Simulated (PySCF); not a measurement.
Chain-length series, n-germane silyl/silyl (end groups after the name). Gas-phase values, no solvent. One relaxed conformer stands for each flexible species; it need not be the lowest. Strings in code marks are SMILES.

Computed with r2SCAN-D4/def2-TZVP // r2SCAN-D4/def2-SVP (PySCF). 

| n | species | HOMO (eV) |
|---|---|---|
| 2 | `[SiH3][GeH2][GeH2][SiH3]` (Si–Ge–Ge–Si torsion 178°) | -6.84 |
| 3 | `[SiH3][GeH2][GeH2][GeH2][SiH3]` (Si–Ge–Ge–Ge torsion 175°, Ge–Ge–Ge–Si torsion 178°) | -6.64 |
| 4 | `[SiH3][GeH2][GeH2][GeH2][GeH2][SiH3]` | -6.49 |
| 5 | `[SiH3][GeH2][GeH2][GeH2][GeH2][GeH2][SiH3]` | -6.39 |
| 6 | `[SiH3][GeH2][GeH2][GeH2][GeH2][GeH2][GeH2][SiH3]` | -6.31 |
| 7 | `[SiH3][GeH2][GeH2][GeH2][GeH2][GeH2][GeH2][GeH2][SiH3]` | -6.25 |

### Question
Fit the HOMO to a + b/n by least squares and give the limit of the infinite chain.

### Answer
a = -6.05 eV and b = -1.64 eV, with a largest residual of 0.04 eV. The limit a is a rough one, since such series level off at large n.
